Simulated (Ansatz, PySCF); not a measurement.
This triplet lies 0.09 eV above the relaxed singlet at the level frozen-core CCSD(T)/cc-pVTZ // PBE0-D3(BJ)/def2-TZVP (Ansatz, a program for electronic structure); other levels give the other order.

Z-matrix (Å, degrees):
```
C
O 1 1.3105
H 2 0.9670 1 111.63
Al 1 1.8911 2 146.66 3 -179.98
H 4 1.5801 1 115.39 2 -179.98
H 4 1.5859 5 123.81 1 179.99
```
Charge 0, spin multiplicity 3.

### Question
Give the dipole moment, highest occupied spin orbital and total energy at the level PBE0-D3(BJ)/def2-TZVP run with PySCF 2.14.0.

### Answer

The dipole moment is 0.472 e·Å and the highest occupied spin orbital comes out as -5.74 eV. The total energy is -9721.11 eV.
